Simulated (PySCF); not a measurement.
C₄H₅Si, SMILES [C]1=CC=C[SiH2]1, multiplicity 2. Geometry: PBE-D3(BJ)/def2-SVP. The isomer is the one that the SMILES or the coordinates give; other isomers of the formula were not compared.

Method: PBE-D3(BJ)/def2-SVP (PySCF 2.14.0).

Harmonic wavenumbers (cm⁻¹): 196, 316, 471, 547, 576, 646, 675, 704, 736, 817, 828, 896, 935, 952, 1057, 1163, 1262, 1508, 1589, 2173, 2176, 3071, 3084, 3146. Rotational constants (GHz): 7.331, 4.733, 2.979; symmetry number 1.

### Question
Work out the zero-point energy and the ideal-gas rigid-rotor harmonic-oscillator thermochemistry at 298.15 K and 1 atm.

### Answer
ZPE = ½ Σ hcν = ½ × 29525 cm⁻¹ = 176.60 kJ/mol. H − E(el) = 192.85 kJ/mol. Entropy in J/(mol K): translation 163.58, rotation 106.88, vibration 31.36, spin 5.76, total 307.58. G − E(el) = 101.14 kJ/mol. Cp = 91.45 J/(mol K).
